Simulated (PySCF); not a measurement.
Species: C5H9NO2Si.
Atom-mapped SMILES: `[CH3:1][O:2][CH2:3][c:4]1[cH:5][n:6][o:7][c:8]1[SiH3:9]`

Cartesian coordinates in Å at the GFN2-xTB level; atoms count from 1:
```xyz
18
C5H9NO2Si angstrom
C      2.278   -1.157    0.237
O      1.067   -0.464    0.381
C      0.932    0.643   -0.481
C     -0.485    1.082   -0.404
C     -1.110    2.286   -0.795
N     -2.391    2.236   -0.551
O     -2.645    1.026    0.001
C     -1.512    0.321    0.096
Si    -1.479   -1.408    0.827
H      2.387   -1.560   -0.778
H      3.136   -0.509    0.452
H      2.253   -1.976    0.952
H      1.615    1.454   -0.181
H      1.185    0.356   -1.517
H     -0.677    3.162   -1.234
H     -2.888   -1.766    1.023
H     -0.891   -2.326   -0.147
H     -0.784   -1.393    2.108
```

Probes without a nucleus sit at each ring's centroid and 1 Å off its mean plane on both sides; NICS is minus the shielding there, NICSzz its component along the normal. Level: GIAO PBE0/pcSseg-1 (PySCF, non-relativistic, gas phase) on the GFN2-xTB geometry, one conformer.

Ring bond lengths (Å), with Mayer bond orders in brackets: C4–C5 1.411 (1.27), C5–N6 1.305 (1.61), N6–O7 1.353 (1.03), O7–C8 1.338 (1.03), C8–C4 1.373 (1.51).

Problem. What do the NICS probes read (ppm)?

Solution. 
```csv
ring,type,NICS(0),"NICS(1), two faces","NICS(1)zz, two faces",rms pucker (Å),"centre to ring atoms, mean (Å)"
C4–C5–N6–O7–C8,5-membered ring with N and O; formal bonds all aromatic,-11.3,-11.5 / -11.4,-28.2 / -28.1,0.00,1.15
```

Problem. What can be read from them?

Solution. 
- C4–C5–N6–O7–C8: mean NICS(1)zz -28.1 ppm, shielded. The ring is flat and has no four-coordinate atom; by the NICS criterion it is aromatic.

Problem. What does the geometric index give? HOMA = 1 − mean of α(R − Ropt)² over the ring bonds, with Krygowski's 1993 parameters (CC: Ropt 1.388 Å, α 257.7 Å⁻²; CN: Ropt 1.334 Å, α 93.52 Å⁻²; CO: Ropt 1.265 Å, α 157.38 Å⁻²; NO: Ropt 1.248 Å, α 57.21 Å⁻²).

Solution. 
- C4–C5–N6–O7–C8: HOMA 0.65; the largest term is that of O7–C8, α(R − Ropt)² = 0.83.

Problem. What field does 9.4 T along the ring normal induce along that normal at the first NICS(1) probe listed for ring C4–C5–N6–O7–C8, 1 Å off the ring?

Solution. NICSzz × B0 = -28.2 ppm × 9.4 T = -265 μT, against the applied field.

Problem. List the ring angles and the Hirshfeld charges of the ring atoms.

Solution. 
- C4–C5–N6–O7–C8: C4 104.1° (-0.046 e), C5 110.5° (-0.017 e), N6 107.1° (-0.116 e), O7 110.0° (-0.024 e), C8 108.4° (-0.034 e); sum 540.0° against 540° for a flat convex ring.

Problem. What are the shieldings of the ring atoms and their hydrogens in the same run (means over atoms taken as equivalent)?

Solution. 
```tsv
atoms	environment	σ isotropic (ppm)
C4	substituted aromatic carbon	51.8
C5	aromatic CH next to a ring nitrogen	38.1
N6	pyridine-type nitrogen	-175.8
O7	ring oxygen	-92.6
C8	substituted aromatic carbon	13.9
H15	aromatic hydrogen	23.59
```

Hardware: Arm Neoverse V1, one thread, shared host. Cost: 70 s wall, 0.83 GiB resident at most. This is the whole shielding run at PBE0/pcSseg-1, SCF included.
